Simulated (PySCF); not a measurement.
**Polarisability and C₆ of Cs (caesium, neutral)**

[Xe] 6s1, 2S determinant. Calculation: PySCF 2.14, in aug-cc-pVDZ-X2C (8s7p5d, 54 functions); the spin-free X2C one-electron Hamiltonian (Gaussian nucleus). Coupled (time-dependent) response in atomic units; α is the mean over directions. A double-zeta set is small for polarisabilities.

```tsv
method	mean α (bohr³)	C₆ (like pair)	S(−4)
UHF	647.7	13610	366700
PBE	479.9	8964	194200
PBE0	526.5	10220	234800
BHandHLYP	443.2	7981	165300
```

S(−4) is the Cauchy moment in α(ω) = α(0) + S(−4) ω² + …

Reference α: 400.9 ± 0.7 bohr³ (recommended; Schwerdtfeger and Nagle, table of static dipole polarizabilities (2023 update)). Published C₆: 6660 (Gould and Bucko (2016)).

Hartree-Fock lies above the reference because it lacks correlation, which contracts the outer shell.

α(iu) at PBE:

| u (hartree) | α(iu) (bohr³) |
| --- | --- |
| 0 | 479.9 |
| 0.0500 | 242.4 |
| 0.100 | 104.2 |
| 0.200 | 39.14 |
| 0.300 | 23.33 |
| 0.500 | 12.66 |
| 0.750 | 7.424 |
| 1.00 | 4.817 |
| 1.50 | 2.434 |
| 2.00 | 1.442 |
| 3.00 | 0.6679 |
| 5.00 | 0.2461 |

A single London oscillator, α(iu) = α/(1 + u²/ω²), gives C₆ = (3/4) ω α². Matching the computed C₆ needs ω = 4 × 8964 / (3 × 479.9²) = 0.0519 hartree.

Spin-orbit coupling, which splits the p, d and f shells strongly at this Z, is absent.
